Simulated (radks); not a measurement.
Results of a calculation; reference values are marked as such.
Ionisation of the ruthenium ion Ru3+, [Kr] 4d5, to [Kr] 4d4 as the strength of local exchange is varied. Code: a radial shooting solver on a logarithmic mesh with Libxc functionals. Model: Dirac Kohn-Sham, Slater X-alpha exchange (alpha = 2/3 is LDA exchange), no correlation, spin-unpolarised, spherical densities, point nucleus; open shells fill j = l - 1/2 first.

| alpha | E(Ru3+) (hartree) | exchange (hartree) | IE (eV) | -e of the level emptied (eV) | <r> of it (bohr) |
|---|---|---|---|---|---|
| 0.644 | -4516.82343 | -119.68283 | 42.350 | 35.292 (4d5/2) | 1.464 |
| 0.667 | -4521.09973 | -124.06774 | 42.831 | 35.742 (4d5/2) | 1.457 |
| 0.896 | -4563.88445 | -168.14027 | 47.817 | 40.424 (4d5/2) | 1.391 |
| 0.955 | -4574.96870 | -179.61693 | 49.157 | 41.689 (4d5/2) | 1.375 |
| 0.961 | -4576.09731 | -180.78684 | 49.294 | 41.819 (4d5/2) | 1.374 |
| 0.977 | -4579.10821 | -183.90911 | 49.662 | 42.167 (4d5/2) | 1.369 |

NIST Atomic Spectra Database: 45 +/- 1.7 eV (theoretical). The Delta-SCF value meets it near alpha = 0.77. Spin polarisation and multiplet splitting are left out, so open shells lie too high by an amount that depends on their filling.

Beside tabulated values, note that spin-unpolarised runs miss the spin-polarisation part of the exchange energy of open shells.
